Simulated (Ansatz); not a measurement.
Born–Oppenheimer molecular dynamics of CH₇FSn (10 atoms, charge 0, multiplicity 1). It starts at the highest image of a converged band. Of that band: Neighbouring images differ by up to 2.2 eV, so the band resolves the path poorly. A vibrational analysis at the climbing image gives one clearly imaginary mode, 1679i cm⁻¹: a first-order saddle point.

All numbers below come from RHF/def2-SVP in Ansatz 0.2.0.

- ensemble: NVE (velocity Verlet)
- time step: 0.5 fs
- steps asked: 200
- starting velocities drawn for: 100 K
- seed: 5914

First frame:

```xyz
10
Properties=species:S:1:pos:R:3
Sn 0.199 0.210 -0.062
C 0.018 0.048 2.407
H -1.063 -0.093 2.424
H 0.514 -0.920 2.481
H 0.278 0.608 3.313
H 1.752 -0.043 -0.693
H -0.828 1.331 -0.813
H -0.613 -1.308 -0.025
F 1.057 1.934 1.093
H 0.598 1.112 1.800
```

**Question.** How far do the bonds stretch over the last three quarters of this one trajectory? (Pairs bonded in most of those frames.)

**Answer.** 
| bond | mean (Å) | spread (Å) | shortest | longest |
| --- | --- | --- | --- | --- |
| Sn1–H6 | 1.704 | 0.027 | 1.66 | 1.75 |
| Sn1–H7 | 1.704 | 0.012 | 1.68 | 1.72 |
| Sn1–H8 | 1.693 | 0.013 | 1.67 | 1.72 |
| Sn1–F9 | 1.931 | 0.113 | 1.79 | 2.11 |
| C2–H3 | 1.093 | 0.033 | 1.04 | 1.14 |
| C2–H4 | 1.092 | 0.031 | 1.04 | 1.14 |
| C2–H5 | 1.092 | 0.033 | 1.03 | 1.16 |
| C2–H10 | 1.098 | 0.043 | 1.01 | 1.18 |

Mean temperature of the second half: 2479 K. The conserved energy stayed within 0.25 meV per atom of its start (net change -0.15 meV per atom), so the integration is sound. The kinetic energy rose, since the run started high on the potential surface and went downhill. It ends in pieces (CH4 + FH3Sn), so much of that is their flight and rotation, not heat. A run of 0.1 ps of so small a system gives no equilibrium averages. The orbitals stay closed-shell, which can raise the energy where a bond breaks towards radicals; this wasn't checked here.

Time of the run: 5.1 min on 2 threads of Intel(R) Xeon(R) Platinum 8375C CPU @ 2.90GHz (Ice Lake), with other jobs on the host, peak memory 0.22 GiB.
